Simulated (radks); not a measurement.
Numerical settings for the tin ion Sn3+, [Kr] 4d10 5s1. Method: scalar-relativistic Kohn-Sham, PBE, spin-polarised, spherical densities, point nucleus; open shells are filled with parallel spins first (spin-orbit coupling, left out, can overturn this in heavy ions); computed with a radial shooting solver on a logarithmic mesh with Libxc functionals. The defaults (mesh step 0.008 in ln r, mesh end at 40 bohr or more with all orbitals vanishing there, Anderson mixing 0.5 over 9 steps, residual threshold near 1e-9 with the energy settled to 1e-9 hartree or 1e-11 of itself, here a cap of 88 iterations) give E = -6175.3090 hartree and 5s at -36.494 eV in 14 iterations. Run on one thread of a shared host, so times are rough (Arm Neoverse V2): 0.2 s of CPU time, 0.2 s wall, 14 iterations on 2501 mesh points. Changes against that run (0 stands for a change within the tolerance of the run):

setting	iterations	converged	E (mhartree)	e(5s) (meV)	CPU (s)
mesh step in ln r 0.08	4	no	diverged	-	0.03
mesh step in ln r 0.005	14	yes	0	0	0.32
mesh step in ln r 0.012	14	yes	0	0	0.14
mesh end (bohr) 3	14	yes	+359	+8.72e+03	0.18
mesh end (bohr) 20	14	yes	0	0	0.2
residual threshold 1e-05	10	yes	0	-0.055	0.16
residual threshold 0.01	9	yes	-0.000635	-1.07	0.15
mixing 0.2	16	yes	0	0	0.23
linear mixing, mixing 1	88	no	+1.49e+04	+8.25e+03	1.9
linear mixing, mixing 0.5	30	yes	0	0	0.35
mixing history 3	17	yes	0	0	0.22
iteration cap 2	2	no	+2.12e+03	-1.84e+04	0.04

Settings that end as converged yet miss the energy by more than 1 mhartree: mesh end (bohr) 3 (+0.359 hartree). A mesh that ends early acts as a hard wall.
